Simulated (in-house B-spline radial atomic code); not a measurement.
Ag⁺. Computed with a B-spline radial atomic code. Model: all-electron spherical atom, spin shells full or empty, radial basis limit, no spin-orbit coupling: exact exchange with a local potential (Slater, KLI or optimised effective potential, whose far tail is KLI's), no correlation.

Exchange potential has not reached -1/r at the last radius.

The run also made RPA and GW results, which its time includes.

The Slater potential averages the orbital exchange potentials with the orbital densities as weights, KLI adds orbital constants, and the optimised effective potential minimises the exact-exchange energy among local potentials. So their energies lie above Hartree-Fock in the order OEP, KLI, Slater. All fall off as −1/r, unlike LDA and GGA exchange.

Command:
```bash
python run_gw.py task.json out
```
Settings (nuclear radius in fm, other lengths in bohr, energies in hartree):
```
Z                      47
electrons              46
configuration          [Kr] 4d10
hamiltonian            x2c
method                 kli
lmax                   9
rms_radius             4.5454
spin_polarised         False
box_radius             23.78
intervals              104
```

Time taken, with all properties: 13 s on 1 thread of Arm Neoverse N1, on a shared host.

Given: hamiltonian one-electron scalar X2C; mean-field start exchange-only KLI.

Computed: energy above Hartree-Fock 20.671 millihartree.

| radius (bohr) | r times exchange potential (hartree bohr) |
| --- | --- |
| 0.00106 | -0.044587 |
| 0.00134 | -0.056224 |
| 0.00168 | -0.070248 |
| 0.00211 | -0.087779 |
| 0.00266 | -0.10984 |
| 0.00334 | -0.13647 |
| 0.0042 | -0.16903 |
| 0.00528 | -0.20797 |
| 0.00664 | -0.25371 |
| 0.00835 | -0.30579 |
| 0.0105 | -0.36259 |
| 0.0132 | -0.42064 |
| 0.0166 | -0.4744 |
| 0.0209 | -0.51602 |
| 0.0262 | -0.53661 |
| 0.033 | -0.53524 |
| 0.0415 | -0.53438 |
| 0.0521 | -0.58552 |
| 0.0655 | -0.70498 |
| 0.0824 | -0.84066 |
| 0.104 | -0.93279 |
| 0.13 | -0.94146 |
| 0.164 | -0.90409 |
| 0.206 | -0.99613 |
| 0.259 | -1.2252 |
| 0.326 | ? |
| 0.409 | -1.3286 |
| 0.515 | -1.079 |
| 0.647 | -1.0208 |
| 0.813 | -1.3116 |
| 1.02 | -1.5138 |
| 1.29 | -1.5417 |
| 1.62 | ? |
| 2.03 | -1.3072 |
| 2.56 | -1.1888 |
| 3.21 | -1.1087 |
| 4.04 | -1.059 |

**Question.** What belongs in the row 0.326?

**Answer.** r times exchange potential (hartree bohr): -1.3782.

**Question.** What belongs in the row 1.62?

**Answer.** r times exchange potential (hartree bohr): -1.4425.

| occupied | level (hartree) | Hartree-Fock level (hartree) |
| --- | --- | --- |
| 1s | -929.54 | -942.73 |
| 2s | -137.4 | -142.21 |
| 2p | -123.36 | -127.39 |
| 3s | -25.746 | -27.665 |
| 3p | ? | ? |
| 3d | -13.803 | -14.773 |
| 4s | ? | ? |
| 4p | -2.686 | -3.0422 |
| 4d | -0.80935 | -0.80976 |

**Question.** What belongs in the row 3p?

**Answer.** level (hartree): -21.12; Hartree-Fock level (hartree): -22.665.

**Question.** What belongs in the row 4s?

**Answer.** level (hartree): -4.0153; Hartree-Fock level (hartree): -4.5669.

```tsv
empty	level (hartree)
5s	-0.61214
5p	-0.4099
6s	-0.24219
5d	?
6p	-0.18695
```

**Question.** What belongs in the row 5d?

**Answer.** level (hartree): -0.21096.

The highest level, 4d, differs from Hartree-Fock by +0.011 eV and the deepest, 1s, by +359 eV: a local potential can match the highest level but can't give each shell its own exchange.
